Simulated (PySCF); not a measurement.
**Checking a proposed structure**

A compound C$_{5}$H$_{10}$N$_{2}$ gives the data below (simulated from a calculation) and was assigned the structure `C=C/C(C)=N\NC`.

¹³C{¹H} NMR (computed): δ 142.9 (CH), 115.4 (CH2), 94.0 (CH2), 44.6 (CH2), 11.9 (CH3).

¹H NMR (400 MHz, computed): δ 6.33 (d, J = 10.6 Hz, 1H), 6.18 (dd, J = 15.3, 9.7 Hz, 1H), 6.11 (d, J = 10.6 Hz, 1H), 5.28 (dd, J = 15.3, 1.4 Hz, 1H), 4.34 (dd, J = 9.7, 1.4 Hz, 1H), 3.38 (q, J = 7.6 Hz, 2H), 1.03 (t, J = 7.6 Hz, 3H).

PySCF 2.14 calculation with J couplings at B3LYP/pcJ-1 (spin–dipole term only in couplings to heteroatoms), structure optimised with GFN2-xTB and shieldings: GIAO PBE0/pcSseg-1; non-relativistic, one averaged value for each set of equivalent atoms, one computed conformer, no solvent model.

δ = σ(ref) − σ, references computed at the same level: TMS for ¹H, ¹³C.

Problem. Compare with the shifts computed for the proposed structure, pairing carbons in order of shift.

Solution. Numbering as in the mapped SMILES `[CH2:1]=[CH:2]/[C:3]([CH3:4])=[N:5]\[NH:6][CH3:7]` (H(Xn): hydrogen on atom n).

```tsv
atom	computed for proposal	given list	difference
C3	134.0	142.9	-8.9
C2	127.9	115.4	+12.5
C1	120.0	94.0	+26.0
C7	41.6	44.6	-3.0
C4	23.5	11.9	+11.6
```

The rms difference is 14.5 ppm and the largest +26.0 ppm at C1 (terminal =CH2 carbon). The carbon types in order of shift don't match either: C, CH, CH2, CH3, CH3 for the proposal against CH, CH2, CH2, CH2, CH3 in the data. The proposal doesn't fit.

Problem. Which isomer fits?

Solution. SMILES C=CN(CC)N=C.

1. Carbon types of the structure: 1 × CH, 3 × CH2, 1 × CH3, which accounts for all hydrogens.
2. δC 142.9: alkene carbon bearing nitrogen; an sp2 carbon further deshielded by the attached heteroatom.
3. δC 115.4: C=N carbon.
4. δC 94.0: β carbon of an enol-ether or enamine type C=C; the O or N lone pair pushes π density onto this β carbon and shields it.
5. δH 6.18: hydrogen on an alkene carbon bearing nitrogen; olefinic region.
6. The protons at 5.28 and 6.18 share a coupling of 15.3 Hz (vicinal, trans across C=C).
7. The protons at 6.11 and 6.33 share a coupling of 10.6 Hz (geminal).
8. The protons at 4.34 and 6.18 share a coupling of 9.7 Hz (vicinal, cis across C=C).
9. The protons at 3.38 and 1.03 share a coupling of 7.6 Hz (vicinal).

The data come from this structure; uniqueness wasn't tested.

Multiplet labels drop couplings under 1 Hz and merge nearly equal ones. Unscaled 3J(H,H) at this level run about 10 % above measured values. Shifts are as computed. Against solution values, carbons near 30 ppm lie about +3 ppm off and those near 130 ppm about +5 ppm. Of 1211 compounds with measured shifts, 218 miss one by over three times the rms of a fit or turn the order of signals round; such compounds aren't used in these exercises.
